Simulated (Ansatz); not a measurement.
Cost and result for the atomization energy of H6OSSi2, SMILES `[SiH3]O[SiH2]S` (10 atoms, 9 bonds).

Cartesian coordinates in Å:
```
Si -1.690 -0.343 -0.234
O -0.111 -0.797 -0.248
Si 1.344 -0.332 0.323
S 1.495 1.780 0.567
H -2.478 -1.459 -0.808
H -1.878 0.878 -1.057
H -2.142 -0.072 1.155
H 1.563 -0.873 1.685
H 2.363 -0.820 -0.632
H 1.534 2.037 -0.751
```

Total charge 0; spin multiplicity 1. All single points use the PBE0-D4/def2-TZVP geometry. It is one conformer, not always the lowest. Program: Ansatz. All runs use 2 threads of an Intel Xeon Platinum 8559C on a shared host. Times are those of one run each, without the atoms' runs, and a repeat can differ threefold. Electronic energies, without spin–orbit coupling; frozen cores. CCSD(T)/CBS adds CCSD(T) − MP2 in def2-TZVPP to the MP2 limit, and its time is that of the two runs behind it. T1 = 0.011. HSE06 is the plane-wave form, built on full-range PBE exchange.

CCSD(T)/CBS is a level of theory with its own doubt, some kJ/mol a heavy atom from the limit and from the frozen cores, so smaller differences don't rank the functionals.

```tsv
level	functions	wall time	atomization (kJ/mol)	difference from CCSD(T)/CBS	per bond
LDA (SPW92)/def2-TZVPP	241	2 s	3642.1	352.5	39.2
revPBE-D4/def2-TZVPP	241	2.4 s	3184.6	-105.0	-11.7
BLYP-D4/def2-TZVPP	241	2.8 s	3234.6	-55.0	-6.1
PBE-D4/def2-TZVPP (with forces)	241	2.9 s	3243.0	-46.6	-5.2
CCSD(T)/def2-SVP	98	3.6 s	3009.5	-280.1	-31.1
HSE06-D4/def2-TZVPP	241	4.5 s	3220.4	-69.2	-7.7
PBE-QIDH/def2-TZVPP	241	6.5 s	3224.4	-65.2	-7.2
r2SCANh-D4/def2-TZVPP	241	7 s	3256.6	-33.0	-3.7
B97M-V/def2-TZVPP	241	9 s	3292.5	2.9	0.3
ωB97M-V/def2-TZVPP (with forces)	241	13 s	3287.5	-2.1	-0.2
MP2/def2-QZVPP	447	26 s	3272.7	-16.9	-1.9
CCSD(T)/def2-TZVPP	241	4.1 min	3191.9	-97.7	-10.9
CCSD(T)/CBS(def2)	–	4.5 min	3289.6	0.0	0.0
```

Leaving LDA and LC-ωPBE aside and taking each functional with its dispersion term where it has one, the values, not all of them listed here, spread over 115.9 kJ/mol, from revPBE-D4 to ωB97X-V. LDA lies +422.9 kJ/mol from PBE without D4, its usual overbinding. From r2SCAN to r2SCAN0 (25 % exact exchange), in def2-TZVPP and without D4, the atomization energy moves by −39.4 kJ/mol: exact exchange takes away binding that semilocal exchange gives to molecules. The D4 term adds +38.6 kJ/mol with B3LYP and +20.4 kJ/mol with PBE0; it sums over pairs of atoms, weighted by their polarisabilities, and B3LYP, whose exchange is more repulsive, gets the larger term.

B3LYP here is the variant with VWN-RPA as its local correlation; programs differ in this.
